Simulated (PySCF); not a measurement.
Isomers of C5H8F3PSi, mass 184.008 u with the commonest isotopes. Computed with PBE0/pcSseg-1 in PySCF (dipole) on a GFN2-xTB geometry, gas phase. One conformer each, none proved a minimum here; rigid rotors.

Problem. Order these by rotational constant C, largest first.
A. `[F:1][C:2]([F:3])([F:4])[C:5]1=[C:6]([SiH3:7])[CH2:8][PH:9][CH2:10]1` with C5–C6–C8–P9 -16°, C6–C8–P9–C10 21°, C8–P9–C10–C5 -20°, C2–C5–C10–P9 -165°
B. `[F:1][C:2]([F:3])([F:4])[P:5]1[CH2:6][CH2:7][CH:8]=[C:9]1[SiH3:10]` with C2–P5–C6–C7 83°, P5–C6–C7–C8 13°, C6–C7–C8–C9 -10°, C2–P5–C9–C8 -90°
C. `[CH:1]#[C:2][CH2:3][P:4]([CH2:5][SiH3:6])[C:7]([F:8])([F:9])[F:10]` with C2–C3–P4–C5 68°, C3–P4–C5–Si6 164°

Solution. B (669.3 MHz), A (548.1 MHz), C (526.5 MHz).

Problem. Order these by dipole moment, smallest first.
A. `[CH3:1][C:2]([SiH3:3])=[C:4]=[P:5][CH2:6][C:7]([F:8])([F:9])[F:10]` with C4–P5–C6–C7 -63°
B. `[CH:1]#[C:2][CH2:3][P:4]([CH2:5][SiH3:6])[C:7]([F:8])([F:9])[F:10]` with C2–C3–P4–C5 68°, C3–P4–C5–Si6 164°
C. `[F:1][C:2]([F:3])([F:4])[C:5]1=[C:6]([SiH3:7])[CH2:8][PH:9][CH2:10]1` with C5–C6–C8–P9 -16°, C6–C8–P9–C10 21°, C8–P9–C10–C5 -20°, C2–C5–C10–P9 -165°
D. `[F:1][C:2]([F:3])([F:4])[P:5]1[CH2:6][CH2:7][CH:8]=[C:9]1[SiH3:10]` with C2–P5–C6–C7 83°, P5–C6–C7–C8 13°, C6–C7–C8–C9 -10°, C2–P5–C9–C8 -90°

Solution. C (1.75 D), B (2.02 D), A (2.16 D), D (2.99 D).

Problem. Order these by out-of-plane moment Σ m c² = (Ia + Ib − Ic)/2, smallest first.
A. `[F:1][C:2]([F:3])([F:4])[P:5]1[CH2:6][CH2:7][CH:8]=[C:9]1[SiH3:10]` with C2–P5–C6–C7 83°, P5–C6–C7–C8 13°, C6–C7–C8–C9 -10°, C2–P5–C9–C8 -90°
B. `[CH:1]#[C:2][CH2:3][P:4]([CH2:5][SiH3:6])[C:7]([F:8])([F:9])[F:10]` with C2–C3–P4–C5 68°, C3–P4–C5–Si6 164°
C. `[F:1][C:2]([F:3])([F:4])[C:5]1=[C:6]([SiH3:7])[CH2:8][PH:9][CH2:10]1` with C5–C6–C8–P9 -16°, C6–C8–P9–C10 21°, C8–P9–C10–C5 -20°, C2–C5–C10–P9 -165°
D. `[CH3:1][C:2]([SiH3:3])=[C:4]=[P:5][CH2:6][C:7]([F:8])([F:9])[F:10]` with C4–P5–C6–C7 -63°

Solution. C (54.72 u·Å²), B (65.85 u·Å²), A (102.85 u·Å²), D (109.54 u·Å²).

```csv
SMILES,point group,Ia (u·Å²),Ib (u·Å²),Ic (u·Å²),κ,μa (D),μb (D),μc (D)
C#CCP(C[SiH3])C(F)(F)F,C1,451.18,640.36,959.84,-0.11,1.36,1.33,0.67
FC(F)(F)P1CCC=C1[SiH3],C1,401.19,559.57,755.06,-0.21,1.36,2.64,0.40
FC(F)(F)C1=C([SiH3])CPC1,C1,427.67,603.79,922.02,-0.09,1.41,1.05,0.05
CC([SiH3])=C=PCC(F)(F)F,C1,364.33,814.25,959.50,-0.78,1.45,0.75,1.42
```
